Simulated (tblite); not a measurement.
A geometry optimisation, step by step.

Species: C3H7ClOSi.
SMILES with atom numbers: `[CH2:1]=[C:2]([Cl:3])[SiH2:4][O:5][CH3:6]` (hydrogens: H7, H8 on C1; H9, H10 on Si4; H11, H12, H13 on C6)

Computed with GFN2-xTB (tblite), gas phase: L-BFGS steps from a force-field or distance-geometry start until the largest atomic force falls under 0.01 eV/Å. 9 of its 53 geometries are shown.

Step 0: E = -553.5115 eV, largest atomic force 2.015 eV/Å
```
atom  x, y, z in Å  |  force x, y, z in eV/Å
C1      2.457    0.098    0.598   -0.698  -0.483  -0.173
C2      1.614   -0.927    0.357    1.634   1.110   0.398
Cl3     2.343   -2.535    0.281   -0.613   0.592  -0.032
Si4    -0.228   -0.721    0.134   -1.101  -0.061   0.142
O5     -0.717    0.862    0.268   -0.281  -0.901  -0.228
C6     -2.102    1.149    0.105    0.326   0.234   0.405
H7      2.089    1.127    0.665    0.079  -0.649  -0.066
H8      3.523   -0.042    0.730   -0.190   0.011  -0.020
H9     -0.630   -1.241   -1.190    0.105   0.075   0.125
H10    -0.958   -1.512    1.177    0.300   0.226  -0.299
H11    -2.236    2.229    0.213    0.148  -0.053  -0.003
H12    -2.459    0.859   -0.885    0.059  -0.137   0.156
H13    -2.699    0.658    0.894    0.233   0.036  -0.404
```

Step 6: E = -553.6701 eV, largest atomic force 0.250 eV/Å
```
atom  x, y, z in Å  |  force x, y, z in eV/Å
C1      2.470    0.113    0.600   -0.016   0.225   0.039
C2      1.611   -0.862    0.374    0.179  -0.015   0.011
Cl3     2.239   -2.470    0.273   -0.154  -0.194  -0.037
Si4    -0.251   -0.764    0.133   -0.237   0.055   0.010
O5     -0.733    0.784    0.250    0.083   0.149   0.033
C6     -2.078    1.157    0.114    0.025  -0.078   0.014
H7      2.077    1.110    0.661    0.106   0.185   0.037
H8      3.533   -0.036    0.731   -0.157   0.037  -0.027
H9     -0.615   -1.250   -1.193    0.037  -0.175  -0.127
H10    -0.935   -1.523    1.177    0.026  -0.189   0.064
H11    -2.184    2.239    0.221    0.188  -0.113   0.013
H12    -2.453    0.849   -0.861   -0.042   0.067  -0.142
H13    -2.686    0.655    0.867   -0.038   0.048   0.112
```

Step 13: E = -553.7107 eV, largest atomic force 0.100 eV/Å
```
atom  x, y, z in Å  |  force x, y, z in eV/Å
C1      2.451    0.149    0.604    0.001  -0.002  -0.010
C2      1.591   -0.826    0.376    0.036   0.026   0.009
Cl3     2.146   -2.467    0.262    0.069   0.053   0.017
Si4    -0.271   -0.791    0.130   -0.004  -0.032  -0.031
O5     -0.729    0.757    0.246    0.030   0.008   0.003
C6     -2.063    1.150    0.114   -0.003   0.060   0.016
H7      2.104    1.164    0.672   -0.076  -0.011  -0.006
H8      3.509   -0.011    0.727    0.041  -0.043   0.003
H9     -0.590   -1.310   -1.201   -0.008  -0.089  -0.010
H10    -0.909   -1.588    1.177   -0.021  -0.098   0.007
H11    -2.112    2.229    0.230   -0.007   0.098   0.009
H12    -2.451    0.871   -0.867   -0.022   0.015  -0.022
H13    -2.680    0.674    0.877   -0.035   0.014   0.015
```

Step 20: E = -553.7227 eV, largest atomic force 0.096 eV/Å
```
atom  x, y, z in Å  |  force x, y, z in eV/Å
C1      2.442    0.164    0.603   -0.075  -0.059  -0.008
C2      1.584   -0.815    0.374    0.004  -0.011   0.011
Cl3     2.173   -2.446    0.269    0.027   0.023  -0.001
Si4    -0.282   -0.816    0.125    0.068  -0.052  -0.040
O5     -0.738    0.735    0.243    0.027  -0.066  -0.002
C6     -2.059    1.175    0.118   -0.001  -0.012   0.002
H7      2.087    1.177    0.674   -0.019   0.006  -0.011
H8      3.498   -0.009    0.726    0.017   0.047   0.006
H9     -0.583   -1.388   -1.194   -0.007   0.049   0.028
H10    -0.898   -1.660    1.153   -0.018   0.030   0.016
H11    -2.085    2.258    0.236    0.077   0.025   0.015
H12    -2.456    0.911   -0.862   -0.047   0.012  -0.049
H13    -2.687    0.714    0.881   -0.054   0.008   0.032
```

Step 26: E = -553.7308 eV, largest atomic force 0.081 eV/Å
```
atom  x, y, z in Å  |  force x, y, z in eV/Å
C1      2.422    0.174    0.604    0.006   0.020  -0.008
C2      1.587   -0.823    0.377   -0.038  -0.005  -0.020
Cl3     2.220   -2.435    0.274    0.020  -0.055   0.002
Si4    -0.280   -0.857    0.119   -0.073   0.010   0.023
O5     -0.754    0.686    0.236   -0.022   0.002  -0.004
C6     -2.055    1.187    0.120    0.035  -0.001   0.000
H7      2.054    1.182    0.667   -0.048   0.002   0.001
H8      3.483    0.023    0.727   -0.010   0.035   0.008
H9     -0.585   -1.426   -1.196    0.016   0.003  -0.038
H10    -0.900   -1.698    1.148    0.010   0.001   0.023
H11    -2.009    2.270    0.249   -0.010  -0.033  -0.009
H12    -2.477    0.957   -0.863    0.049   0.010   0.064
H13    -2.709    0.760    0.886    0.064   0.012  -0.041
```

Step 32: E = -553.7353 eV, largest atomic force 0.089 eV/Å
```
atom  x, y, z in Å  |  force x, y, z in eV/Å
C1      2.393    0.180    0.598   -0.014   0.034   0.014
C2      1.577   -0.834    0.370    0.063  -0.035   0.019
Cl3     2.248   -2.437    0.279   -0.029   0.032  -0.005
Si4    -0.294   -0.891    0.115    0.071   0.024   0.017
O5     -0.751    0.656    0.233    0.035   0.026   0.005
C6     -2.033    1.197    0.124   -0.024   0.005   0.000
H7      2.000    1.180    0.662   -0.049  -0.026  -0.016
H8      3.459    0.066    0.730   -0.085  -0.019  -0.020
H9     -0.577   -1.447   -1.210   -0.027  -0.019   0.005
H10    -0.898   -1.724    1.160   -0.008   0.001  -0.030
H11    -1.960    2.275    0.255    0.035   0.054   0.015
H12    -2.469    0.988   -0.855    0.027  -0.037  -0.056
H13    -2.698    0.789    0.886    0.004  -0.040   0.051
```

Step 39: E = -553.7412 eV, largest atomic force 0.049 eV/Å
```
atom  x, y, z in Å  |  force x, y, z in eV/Å
C1      2.343    0.192    0.594    0.003  -0.015  -0.004
C2      1.571   -0.856    0.369   -0.004  -0.004   0.003
Cl3     2.279   -2.439    0.282    0.000   0.032   0.003
Si4    -0.294   -0.913    0.112   -0.003  -0.011  -0.010
O5     -0.728    0.640    0.234    0.046   0.012   0.010
C6     -1.999    1.207    0.129    0.024  -0.011   0.003
H7      1.894    1.169    0.646    0.029  -0.012   0.003
H8      3.410    0.117    0.729    0.008   0.041   0.006
H9     -0.582   -1.469   -1.212   -0.040  -0.011  -0.003
H10    -0.900   -1.744    1.155   -0.041  -0.013  -0.004
H11    -1.899    2.285    0.265   -0.007  -0.004  -0.004
H12    -2.433    1.005   -0.852   -0.010   0.000   0.004
H13    -2.666    0.807    0.896   -0.006  -0.002  -0.007
```

Step 46: E = -553.7429 eV, largest atomic force 0.023 eV/Å
```
atom  x, y, z in Å  |  force x, y, z in eV/Å
C1      2.334    0.194    0.593   -0.016  -0.012  -0.006
C2      1.571   -0.861    0.369   -0.017   0.010  -0.006
Cl3     2.290   -2.437    0.283    0.007   0.009   0.004
Si4    -0.295   -0.919    0.111   -0.001  -0.004  -0.017
O5     -0.711    0.641    0.237   -0.012  -0.007  -0.004
C6     -1.984    1.206    0.131    0.007   0.000   0.002
H7      1.875    1.165    0.643   -0.001   0.022   0.005
H8      3.401    0.140    0.730    0.020  -0.011   0.002
H9     -0.606   -1.472   -1.211    0.001   0.010   0.017
H10    -0.921   -1.745    1.146   -0.008  -0.002   0.003
H11    -1.888    2.284    0.266    0.002  -0.018  -0.002
H12    -2.420    1.002   -0.850    0.009   0.002   0.007
H13    -2.652    0.804    0.897    0.011   0.003  -0.005
```

Step 52: E = -553.7431 eV, largest atomic force 0.008 eV/Å
```
atom  x, y, z in Å  |  force x, y, z in eV/Å
C1      2.331    0.197    0.592    0.003   0.006   0.004
C2      1.569   -0.859    0.368    0.001   0.002   0.002
Cl3     2.294   -2.432    0.285    0.003  -0.005  -0.001
Si4    -0.298   -0.923    0.110   -0.003  -0.003   0.004
O5     -0.711    0.636    0.236    0.004  -0.002   0.003
C6     -1.981    1.205    0.132    0.000   0.000  -0.002
H7      1.874    1.170    0.644    0.001   0.000  -0.002
H8      3.399    0.140    0.730   -0.006  -0.003  -0.002
H9     -0.609   -1.476   -1.210   -0.001  -0.001  -0.005
H10    -0.925   -1.750    1.145    0.002   0.004  -0.001
H11    -1.880    2.282    0.267   -0.001   0.005   0.002
H12    -2.417    1.004   -0.849   -0.002  -0.002  -0.003
H13    -2.649    0.806    0.897    0.001  -0.001   0.001
```

Q: Summarise the path.

A: The energy falls by 5.34 kcal/mol from step 0 to step 52; nine tenths of that is first reached at step 18. It falls at every step. The largest force goes from 2.015 to 0.008 eV/Å. Among the bonds Si4–O5 changes most, from 1.662 to 1.618 Å; the atoms move by 0.207 Å rms after alignment.

Q: Follow the three bonds and two angles with the largest change from start to end.

A: 
| step | E above end (kcal/mol) | largest force (eV/Å) | Si4–O5 (Å) | Si4–H10 (Å) | C2–Cl3 (Å) | C2–Si4–O5 (°) | Si4–O5–C6 (°) |
| --- | --- | --- | --- | --- | --- | --- | --- |
| 0 | 5.34 | 2.015 | 1.662 | 1.499 | 1.767 | 112.7 | 118.0 |
| 2 | 3.12 | 0.518 | 1.637 | 1.469 | 1.750 | 111.7 | 119.2 |
| 5 | 1.98 | 0.287 | 1.627 | 1.455 | 1.732 | 110.3 | 121.7 |
| 7 | 1.38 | 0.308 | 1.625 | 1.468 | 1.730 | 108.4 | 121.9 |
| 9 | 1.02 | 0.204 | 1.624 | 1.473 | 1.735 | 107.1 | 121.3 |
| 11 | 0.85 | 0.197 | 1.621 | 1.467 | 1.737 | 107.0 | 121.5 |
| 14 | 0.71 | 0.111 | 1.618 | 1.463 | 1.735 | 106.7 | 122.5 |
| 16 | 0.61 | 0.202 | 1.620 | 1.466 | 1.732 | 106.1 | 123.2 |
| 18 | 0.51 | 0.131 | 1.622 | 1.468 | 1.734 | 105.6 | 123.8 |
| 20 | 0.47 | 0.096 | 1.621 | 1.466 | 1.737 | 105.6 | 124.1 |
| 23 | 0.35 | 0.124 | 1.617 | 1.463 | 1.737 | 105.2 | 126.1 |
| 25 | 0.30 | 0.078 | 1.618 | 1.465 | 1.735 | 105.2 | 127.2 |
| 27 | 0.27 | 0.064 | 1.619 | 1.467 | 1.736 | 105.2 | 127.6 |
| 29 | 0.24 | 0.070 | 1.618 | 1.466 | 1.739 | 105.0 | 128.1 |
| 32 | 0.18 | 0.089 | 1.617 | 1.466 | 1.740 | 104.0 | 128.6 |
| 34 | 0.13 | 0.072 | 1.619 | 1.468 | 1.735 | 103.5 | 128.5 |
| 36 | 0.08 | 0.068 | 1.620 | 1.467 | 1.733 | 103.4 | 128.5 |
| 38 | 0.05 | 0.058 | 1.618 | 1.465 | 1.735 | 103.2 | 128.9 |
| 41 | 0.03 | 0.048 | 1.617 | 1.464 | 1.736 | 102.7 | 128.8 |
| 43 | 0.01 | 0.034 | 1.618 | 1.465 | 1.734 | 102.5 | 128.3 |
| 45 | 0.01 | 0.028 | 1.619 | 1.465 | 1.734 | 102.4 | 128.1 |
| 47 | 0.00 | 0.017 | 1.618 | 1.465 | 1.735 | 102.3 | 128.2 |
| 50 | 0.00 | 0.018 | 1.618 | 1.466 | 1.735 | 102.2 | 128.3 |
| 52 | 0.00 | 0.008 | 1.618 | 1.466 | 1.735 | 102.1 | 128.3 |

What follows is the cost of the whole relaxation. Hardware: an Arm Neoverse N1 with one thread, on a shared host. Cost: 0.54 s.
